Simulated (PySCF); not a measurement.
## Computed vibrations of [Tb(SH)4]−

[Tb(SH)4]− (singlet in the valence; each metal's 4f electrons, 8 of them, lie in its core potential, out of spins and levels). PySCF 2.14.0, RKS PBE0, Tb lcecp-1-SVP with ECP54, S def2-SVP, H def2-SVP; non-relativistic Hamiltonian with scalar-relativistic core potentials where named; density fitting; no spin-orbit coupling. Central differences of gradients.

```xyz
9

Tb    0.0000    0.0000    0.0000
S     1.4468    1.5952    1.5678
H     1.8335    0.5111    2.2834
S    -1.4468   -1.5952    1.5678
H    -1.8335   -0.5111    2.2834
S     1.5953   -1.4468   -1.5678
H     0.5114   -1.8335   -2.2833
S    -1.5953    1.4468   -1.5678
H    -0.5114    1.8335   -2.2833
```

Run from Python with OMP_NUM_THREADS=2. Where DIIS fails, smearing, a level shift and second-order steps follow.
It took 3.3 min on 2 threads of Arm Neoverse V2, on a shared host.

What are the harmonic wavenumbers and infrared intensities?

Negative numbers are unstable modes, those under 60 cm⁻¹ near the noise; a finer grid moves soft modes by up to 10 cm⁻¹.
```tsv
cm⁻¹	km/mol	symmetry
62	0.2	
62	0.4	
66	8.1	
66	7.6	
79	9.3	
105	16.6	
111	16.8	
190	0.5	
202	24.8	
262	0.0	
267	48.7	
267	48.9	
282	64.3	
413	0.1	
414	23.4	
415	23.1	
428	35.5	
2682	11.6	
2682	2.9	
2683	11.6	
2684	5.0
```

Is this a minimum?

Yes. Ideal gas at 298.15 K and 1 bar: S = 495.5 J/(mol K), Cp = 159.1 J/(mol K), H − H(0 K) = 35.1 kJ/mol (rigid rotor, harmonic modes, spin degeneracy alone, that of the 4f electrons in the core included).

An lcecp potential fixes the number of 4f electrons, so in runs with it no electron can move into or out of that shell.
